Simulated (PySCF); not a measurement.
One of the candidates below gave these computed data.

All candidates are C4H9O2P.

| technique | computed result |
| --- | --- |
| Rotational structure | rotational constants A, B, C: 4.014, 1.159, 0.986 GHz [GFN2-xTB] |
| 13C NMR | chemical shifts (computed TMS as zero) by class: 208.2 (1 C), 69.0 (1 C), 61.7 (1 C), 60.4 (1 C) ppm [GIAO PBE0/pcSseg-1] |
| Polarisability | 90.2 au [CAM-B3LYP/def2-SVPD] |
| Triplet | lowest triplet excitation (Tamm–Dancoff): 2.54 eV [TDA CAM-B3LYP/def2-SVPD] |
| UV, first state | lowest singlet excitation: 4.44 eV (279 nm, f = 0.005) [TDDFT CAM-B3LYP/def2-SVPD] |
| UV, strongest line | among the 8 lowest singlet transitions: S2 at 4.96 eV (250 nm, f = 0.320) [TDDFT CAM-B3LYP/def2-SVPD] |
| NMR, other nuclei | isotropic shieldings of nuclei other than C and H, by class: 174 (1 O), 301 (1 O), 177 (1 P) ppm [GIAO PBE0/pcSseg-1] |

The electronic properties come from PySCF, for the isolated species, density fitting. Levels stand in brackets. Geometry: GFN2-xTB, one conformer, isolated molecule. Each NMR value is the plain mean over a class of atoms that symmetry, rotation or inversion makes alike.

Question: Which candidate is it?
A. `CC(=O)C[P@H](C)=O`
B. `CO/C=P\COC`
C. `C[P@@](=O)(O)C1CC1`

Answer: B. It is `CO/C=P\COC`. Numbering: `[CH3:1][O:2]/[CH:3]=[P:4]\[CH2:5][O:6][CH3:7]`. 4 carbons fall into 4 classes; from least to most shielded: carbon bonded to O, P and H [C3] (208.2 ppm), sp3 carbon bound to oxygen [C5] (69.0 ppm), methoxy carbon [C1] (61.7 ppm), methoxy carbon [C7] (60.4 ppm). The other shieldings belong to: 174 ppm, ether oxygen [O2]; 301 ppm, ether oxygen [O6]; 177 ppm, phosphorus bonded to 2 C [P4]. The optimised geometry has point group C1 and is an asymmetric top.

The others, at the same levels:
- `CC(=O)C[P@H](C)=O` fails: its computed 13C shifts are 208.6 (1 C), 51.6 (1 C), 37.5 (1 C), 15.9 (1 C) ppm, rotational constant A is 3.209 GHz (against 4.014 GHz) and smallest rotational constant is 1.421 GHz (against 0.986 GHz).
- `C[P@@](=O)(O)C1CC1` fails: its computed 13C shifts are 20.0 (1 C), 14.8 (1 C), 4.3 (1 C), 2.9 (1 C) ppm, rotational constant A is 3.451 GHz (against 4.014 GHz) and smallest rotational constant is 1.621 GHz (against 0.986 GHz).

Each candidate is one conformer, not necessarily the lowest. Dipoles, sizes and rotational constants follow the conformer. The torsions of the flexible species, by atom-mapped SMILES:
- `[CH3:1][O:2]/[CH:3]=[P:4]\[CH2:5][O:6][CH3:7]`: C1–O2–C3–P4 180°, C3–P4–C5–O6 92°, P4–C5–O6–C7 69°
- `[CH3:1][C:2](=[O:3])[CH2:4][P@H:5]([CH3:6])=[O:7]`: C1–C2–C4–P5 91°, C2–C4–P5–C6 69°
- `[CH3:1][P@@:2](=[O:3])([OH:4])[CH:5]1[CH2:6][CH2:7]1`: C1–P2–C5–C6 -83°, H–O4–P2–C1 -125°
